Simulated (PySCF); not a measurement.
# Bond lengths and vibrations by method: ClH2O2Si cation

All numbers below are calculated, not measured. The program is PySCF 2.14.0, an open-source quantum chemistry code, run on an isolated molecule that a program drew, which may never have been made. The molecule is ClH2O2Si cation (charge +1, singlet), drawn as the SMILES string `O[Si+](O)Cl`.

The geometry was optimised and harmonic frequencies were computed with HF and MP2, all in the cc-pV(D+d)Z basis, for the commonest isotopes, with a restricted reference for singlets and an unrestricted one otherwise, and a frozen core in MP2. Each result is a local minimum of its method.

Geometry at the HF minimum:
```xyz
6
ClH2O2Si cation, angstrom
O    -1.1140   -0.0584   -1.2811
Si   -0.0113    0.4931   -0.3339
O     0.9113   -0.3714    0.5709
Cl    0.2332    2.4154   -0.2762
H    -1.4245   -0.9342   -1.4867
H     0.9913   -1.3076    0.7224
```

Lengths of the bonds as drawn, in Å (atoms numbered as above):
| bond | HF | MP2 |
|---|---|---|
| O1-Si2 | 1.555 | 1.586 |
| Si2-O3 | 1.555 | 1.586 |
| Si2-Cl4 | 1.939 | 1.947 |
| O1-H5 | 0.952 | 0.973 |
| O3-H6 | 0.952 | 0.973 |

Rotational constants, in GHz:
```
constant,HF,MP2
A,7.601,7.241
B,3.739,3.727
C,2.506,2.461
```

Harmonic frequencies in cm^-1, each column in rising order, so a row needn't be the same motion in every method:
```
rank    HF   MP2
   1   260   247
   2   321   300
   3   349   322
   4   387   365
   5   456   434
   6   589   634
   7   637   645
   8   690   702
   9  1091     ?
  10  1217  1142
  11  4083  3811
  12  4097  3826
```

**Estimate the missing MP2 frequency from the HF column.**

A single factor s that minimises the squared misfit of MP2 against s times HF over the other rows is sum(HF x MP2) / sum(HF^2) = 0.9372, with an rms misfit of 34 cm^-1. For rank 9 it gives 0.9372 x 1091 = 1022 cm^-1. The calculation gives 1032 cm^-1, 10 cm^-1 above the estimate. The drawn bonds are on average 1.8 % longer in MP2 than in HF.
